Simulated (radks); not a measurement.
Values are calculated unless marked as measured or tabulated.
Species: Br24+. Configuration: [Ne] 3s1.

Code: a radial shooting solver on a logarithmic mesh with Libxc functionals. Model: scalar-relativistic Kohn-Sham, r2SCAN, spin-polarised, spherical densities, finite nucleus; open shells are filled with parallel spins first; meta-GGA in the generalised Kohn-Sham scheme; Fermi nuclear charge, rms radius 4.1629 fm.

Energy parts (eV):
part                       energy
total                  -60708.850
kinetic                 62229.173
electron-nucleus      -131221.607
Hartree                  9888.777
exchange-correlation    -1605.194

Orbitals (lengths in bohr, moments of r in powers of bohr; r(max) is where P^2 peaks; r(90%) holds 90 % of the orbital's charge):
orbital,occ.,eigenvalue (eV),<r^4>,<1/r>,r(90%),r(max)
1s up,1,-14483.80,0.00001558,35.67,0.0764,0.02791
1s down,1,-14482.38,0.00001559,35.67,0.0764,0.02791
2s up,1,-2817.949,0.002800,8.057,0.286,0.1578
2s down,1,-2816.643,0.002788,8.054,0.286,0.1578
2p up,3,-2620.650,0.001991,7.854,0.263,0.1262
2p down,3,-2619.007,0.001980,7.855,0.263,0.1262
3s up,1,-1101.354,0.08263,3.201,0.663,0.4333
3s down,0,-1073.249,0.08485,3.206,0.668,0.4339

The highest occupied level is 3s up at -1101.4 eV. The density falls to 0.001 e/bohr^3 at r = 1.06 bohr. Summed over all electrons, <r^2> = 0.5161 bohr^2, which gives a Langevin (diamagnetic) susceptibility term of -0.409 x 10^-6 cm^3/mol. Spin moment in Bohr magnetons: 1. For comparison, the ionisation energy in NIST's Atomic Spectra Database is 1119.2 eV (semi-empirical). In exact Kohn-Sham theory the highest level is minus the ionisation energy, but local and semilocal functionals leave it too shallow, through self-interaction and a potential that decays too fast; potentials with the right tail come closer. The spin density at the nucleus is 517.0 e/bohr^3 (1s 5.3, 2s 2.2, 3s 509.5).
